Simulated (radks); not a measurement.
Question: Rh+, configuration [Kr] 4d8 (the NIST ground configuration). All-electron calculation, Dirac Kohn-Sham, PBEsol, spin-unpolarised, spherical densities, point nucleus; open shells fill j = l - 1/2 first. Program: a radial shooting solver on a logarithmic mesh with Libxc functionals.

Spin-orbit splittings of the eigenvalues, e(l+1/2) - e(l-1/2), with zeta = 2 splitting/(2l+1) and mean radii in bohr:

shell  occ.  splitting (eV)  zeta (eV)  <r> j=l-1/2  <r> j=l+1/2
2p        6           144.5      96.33       0.1203       0.1252
3p        6               ?          ?       0.3833       0.3940
3d       10           4.904      1.962       0.3685       0.3720
4p        6           3.904      2.603        1.062        1.093
4d        8          0.4023     0.1609        1.533        1.555

Estimate the 3p splitting.

Answer: 24.86 eV (zeta = 16.57 eV).
